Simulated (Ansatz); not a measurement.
Relaxation of BH4NOSi (8 atoms, charge 0, multiplicity 1), to a largest force component of 0.015 eV/Å in at most 40 steps.

Method: RKS PBE0-D4/6-31G in Ansatz.

```xyz
8
Properties=species:S:1:pos:R:3
N -0.836 1.409 -0.586
B 0.113 0.438 -0.069
O 0.757 -0.165 1.073
Si 0.499 -1.504 0.163
H -0.361 2.073 -1.268
H -1.181 2.054 0.214
H 1.675 -2.075 -0.420
H -0.575 -2.288 0.836
```

Task: Where does it end, and by what steps?

Result: The run converged. Limits of this set-up: no polarisation functions. After 7 steps the energy has fallen by 2.193 eV; H6 moved furthest, 0.69 Å.

| step | energy less start (eV) | largest force component (eV/Å) | accepted |
| --- | --- | --- | --- |
| 0 | 0.0000 | 6.664 | yes |
| 1 | -1.2188 | 3.279 | yes |
| 2 | -1.8265 | 2.494 | yes |
| 3 | -2.0885 | 1.325 | yes |
| 4 | -2.1656 | 0.810 | yes |
| 5 | -2.1921 | 0.102 | yes |
| 6 | -2.1921 | 0.057 | yes |
| 7 | -2.1929 | 0.009 | yes |

```xyz
8
Properties=species:S:1:pos:R:3
N -0.566 1.594 -0.436
B -0.077 0.392 0.054
O 0.438 -0.064 1.243
Si 0.424 -1.500 0.007
H -0.905 1.696 -1.377
H -0.605 2.426 0.135
H 1.825 -1.992 -0.212
H -0.442 -2.609 0.530
```

Whether the end is a true minimum wasn't checked by a vibrational analysis.

Run time: 36 s on 1 thread of Arm Neoverse N1, on a shared host, peak memory 0.15 GiB.
